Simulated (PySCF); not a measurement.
Stationary points of RuN₂⁺

Level of theory: PySCF, PBE0, basis Ru def2-TZVP with ECP28, N def2-TZVP (scalar-relativistic core potentials, no spin–orbit coupling, density fitting).

Relaxations began from a few typed shapes; open shells are unrestricted. The search is not exhaustive: other isomers or separated fragments can lie lower, and high-lying points may rest on an excited occupation.

Question: Which is the lowest minimum found?
A. broken-symmetry Ms = 1/2 (⟨S²⟩ 1.72) C2v: N–N 1.121 Å, Ru–N 2.161 Å (×2); N–N–Ru 75.0° (×2), N–Ru–N 30.1°
B. doublet C2v: Ru–N 1.628 Å (×2); N–Ru–N 106.7°
C. broken-symmetry Ms = 1/2 (⟨S²⟩ 2.13) C∞v: Ru–N 1.605 Å, Ru–N 1.920 Å; N–Ru–N 180.0°
D. broken-symmetry Ms = 1/2 (⟨S²⟩ 2.09) D∞h: Ru–N 1.726 Å (×2); N–Ru–N 180.0°

Answer: A. The others lie at 332.7 (doublet C2v), 510.9 (broken-symmetry Ms = 1/2 C∞v, a saddle point), 518.2 (broken-symmetry Ms = 1/2 D∞h, a saddle point) kJ/mol above it.

For the lowest minimum: the determinant is spin-contaminated (⟨S²⟩ = 1.72, pure value 0.75). The spin densities have lower symmetry than the nuclear frame. With open d or f shells other occupations or spin states may lie lower.

The electron or spin density has lower symmetry than the nuclear frame for the doublet C2v at 332.7 kJ/mol, broken-symmetry Ms = 1/2 (⟨S²⟩ 2.13) C∞v at 510.9 kJ/mol, broken-symmetry Ms = 1/2 (⟨S²⟩ 2.09) D∞h at 518.2 kJ/mol.
